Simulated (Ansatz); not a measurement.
Reaction (ligand exchange at a B–F bond): boron trifluoride + NH₃ → `NB(F)F` + H–F

Gas-phase electronic energies from Ansatz, PBE0-D4/def2-TZVP geometries. CCSD(T)/CBS adds triple-zeta CCSD(T) − MP2 to the extrapolated MP2 energy (def2 sets, frozen cores). This one scheme is used for every species. DFT in def2-TZVPP. B3LYP here is the variant with VWN-RPA as its local correlation; programs differ in this. HSE06 is defined as in plane-wave codes. Each species was taken in one conformer, which may not be the lowest.

| level | ΔE (kcal/mol) | difference from CCSD(T)/CBS |
| --- | --- | --- |
| LDA (SPW92) | 4.1 | -1.6 |
| PBE-D4 | 5.3 | -0.4 |
| revPBE-D4 | 5.1 | -0.6 |
| BLYP-D4 | 6.2 | 0.5 |
| r2SCAN-D4 | 6.8 | 1.1 |
| B97M-V | 8.4 | 2.7 |
| PBE0-D4 | 5.2 | -0.5 |
| B3LYP-D4 | 6.1 | 0.4 |
| r2SCAN0-D4 | 6.3 | 0.6 |
| HSE06-D4 | 5.2 | -0.5 |
| BHLYP-D4 | 6.4 | 0.7 |
| CAM-B3LYP-D4 | 6.2 | 0.5 |
| ωB97X-V | 6.3 | 0.6 |
| ωB97M-V | 6.2 | 0.5 |
| B2PLYP | 6.8 | 1.1 |
| PBE-QIDH | 5.8 | 0.1 |
| PBE | 5.7 | 0.0 |
| revPBE | 6.4 | 0.7 |
| BLYP | 7.2 | 1.5 |
| r2SCAN | 6.9 | 1.2 |
| B3LYP | 6.8 | 1.1 |
| r2SCANh | 6.7 | 1.0 |
| r2SCAN0 | 6.5 | 0.8 |
| HSE06 | 5.6 | -0.1 |
| BHLYP | 6.9 | 1.2 |
| CAM-B3LYP | 6.5 | 0.8 |
| LC-ωPBE | 5.3 | -0.4 |
| HF/def2-SVP | 8.4 | 2.7 |
| MP2/def2-SVP | 8.4 | 2.7 |
| CCSD/def2-SVP | 8.5 | 2.8 |
| CCSD(T)/def2-SVP | 8.6 | 2.9 |
| SCS-MP2/def2-TZVPP | 6.8 | 1.1 |
| CCSD/def2-TZVPP | 6.8 | 1.1 |
| CCSD(T)/def2-TZVPP | 6.7 | 1.0 |
| HF/def2-QZVPP | 9.0 | 3.3 |
| MP2/def2-QZVPP | 5.6 | -0.1 |
| SCS-MP2/def2-QZVPP | 6.3 | 0.6 |
| HF/CBS(def2) | 9.0 | 3.3 |
| MP2/CBS(def2) | 5.1 | -0.6 |
| CCSD/CBS(def2) | 5.9 | 0.2 |
| CCSD(T)/CBS | 5.7 | 0 |

Largest T1 diagnostic among the species: 0.012.

Leaving LDA and LC-ωPBE aside and taking each functional with its dispersion term where it has one, the values spread over 3.4 kcal/mol, from revPBE-D4 to B97M-V. LDA lies −1.7 kcal/mol from PBE without D4. In def2-TZVPP, CCSD(T) changes the Hartree–Fock value by −2.1 kcal/mol (the triples alone add −0.1 kcal/mol) and MP2 by −2.7 kcal/mol.
